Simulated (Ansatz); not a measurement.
Reaction (redistribution): `[SiH3][O][AlH][SiH3]` + `[CH3][InH][PH2]` → `[SiH3][AlH][PH2]` + `[CH3][InH][O][SiH3]`

Computed with Ansatz on PBE0-D4/def2-TZVP structures; ΔE is electronic, products minus reactants. CBS: MP2 limit from def2 TZ/QZ plus the TZ coupled-cluster correction, frozen cores. DFT in def2-TZVPP. B3LYP here is the variant with VWN-RPA as its local correlation; programs differ in this. def2 core potentials past Kr. For In outer-core shells are correlated without core-valence functions, which leaves a few kJ/mol of doubt a bond. One conformer a species, not always the lowest.

| level | ΔE (kJ/mol) | difference from CCSD(T)/CBS |
| --- | --- | --- |
| PBE-D4 | 92.2 | -5.1 |
| r2SCAN-D4 | 98.7 | 1.4 |
| PBE0-D4 | 98.7 | 1.4 |
| B3LYP-D4 | 104.4 | 7.1 |
| ωB97X-V | 99.6 | 2.3 |
| ωB97M-V | 104.1 | 6.8 |
| B2PLYP | 104.7 | 7.4 |
| PBE | 93.5 | -3.8 |
| r2SCAN | 99.0 | 1.7 |
| PBE0 | 99.8 | 2.5 |
| B3LYP | 106.4 | 9.1 |
| HF/def2-TZVPP | 114.9 | 17.6 |
| MP2/def2-TZVPP | 104.5 | 7.2 |
| SCS-MP2/def2-TZVPP | 104.3 | 7.0 |
| CCSD/def2-TZVPP | 104.3 | 7.0 |
| CCSD(T)/def2-TZVPP | 101.0 | 3.7 |
| HF/def2-QZVPP | 115.2 | 17.9 |
| MP2/def2-QZVPP | 102.5 | 5.2 |
| SCS-MP2/def2-QZVPP | 102.4 | 5.1 |
| HF/CBS(def2) | 115.3 | 18.0 |
| MP2/CBS(def2) | 100.8 | 3.5 |
| CCSD/CBS(def2) | 100.6 | 3.3 |
| CCSD(T)/CBS | 97.3 | 0 |

Largest T1 diagnostic among the species: 0.014.

In def2-TZVPP, CCSD(T) changes the Hartree–Fock value by −13.9 kJ/mol (the triples alone add −3.3 kJ/mol) and MP2 by −10.4 kJ/mol. From PBE to PBE0 (25 % exact exchange), in def2-TZVPP and without D4, ΔE moves by +6.3 kJ/mol.
